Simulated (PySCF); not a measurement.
# How methods differ on the ionisation energy of Si²⁺

Si²⁺ [Ne] 3s2 (1S) → Si³⁺ [Ne] 3s1 (2S), as a difference of total energies. All numbers are calculated (PySCF 2.14, no relativity, point nucleus, in dyall-av3z (19s12p3d2f, 84 functions)). Correlated levels: valence: [Ne] frozen; virtual orbitals above 40 to 60 times the deepest correlated orbital energy dropped. The calculations carry no spin-orbit coupling.

```tsv
method	ionisation energy (eV)
UHF	31.955
MP2 (valence)	32.838
SCS-MP2 (valence)	33.014
CCSD (valence)	33.190
```

**Question.** How much does correlation contribute at MP2 (valence)?

**Answer.** 32.838 − (31.955) = 0.883 eV, measured against UHF.

Errors of the correlated levels include the incompleteness of this basis and the frozen core.

With two correlated electrons CCSD is exact in that space.

For comparison: 33.493 eV (measured; NIST Atomic Spectra Database, ionization energies).
